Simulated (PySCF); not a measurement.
Isomers of C8H22N2Si. The calculation used PBE0-D3(BJ)/def2-SVP geometry optimisation, gas phase in PySCF. One conformer each; no zero-point energy, no entropy. No frequencies were run at this level. Point groups hold within 0.08 Å.

Question: Rank from lowest to highest electronic energy at this level (kcal/mol).
A. SiMe2(NHiPr)2, `CC(C)N[Si](C)(C)NC(C)C`
B. SiEt2(NHEt)2, `CCN[Si](CC)(CC)NCC`
C. SiEt2(NMe2)2, `CC[Si](CC)(N(C)C)N(C)C`

Answer: A (0.0), B (5.3), C (19.7).

```tsv
SMILES	E (Eh)	E rel (kcal/mol)	dipole (D)	point group	A, B, C (MHz)
CC(C)N[Si](C)(C)NC(C)C	-716.16579	0.0	0.80	C1	1212, 585.7, 543.3
CCN[Si](CC)(CC)NCC	-716.15732	5.3	0.25	C1	855.9, 621.0, 569.3
CC[Si](CC)(N(C)C)N(C)C	-716.13447	19.7	0.02	–	919.4, 814.8, 678.2
```

Q: How do the relative energies change in single points at PBE0/pcSseg-1 (no added dispersion term) on the same geometries?

A: 
| SMILES | PBE0-D3(BJ)/def2-SVP (kcal/mol) | PBE0/pcSseg-1 (kcal/mol) | shift |
| --- | --- | --- | --- |
| CC(C)N[Si](C)(C)NC(C)C | 0.0 | 0.0 | 0.0 |
| CCN[Si](CC)(CC)NCC | 5.3 | 4.6 | -0.7 |
| CC[Si](CC)(N(C)C)N(C)C | 19.7 | 20.8 | +1.1 |

Each column counts from its own lowest isomer. The order is unchanged; the largest shift is 1.1 kcal/mol.
